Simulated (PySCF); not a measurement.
C3H7O, SMILES CC(C)[O], multiplicity 2. The structure is a stationary point at PBE0-D3(BJ)/def2-SVP. The isomer is the one that the SMILES or the coordinates give; other isomers of the formula were not compared.

Computed equilibrium geometry at PBE0-D3(BJ)/def2-SVP (PySCF confirms it by a frequency run) as Cartesian coordinates in Å, and its point group:
point group Cs.
```xyz
11

C      0.0759     0.6245    -1.2793
C     -0.2879    -0.1279     0.0000
C      0.0759     0.6245     1.2793
O      0.1450    -1.4152     0.0000
H      1.1650     0.7799    -1.3257
H     -0.4111     1.6102    -1.3174
H     -0.2254     0.0421    -2.1612
H     -1.4009    -0.2694     0.0000
H      1.1650     0.7799     1.3257
H     -0.4111     1.6102     1.3174
H     -0.2254     0.0421     2.1612
```
Charge 0, spin multiplicity 2.
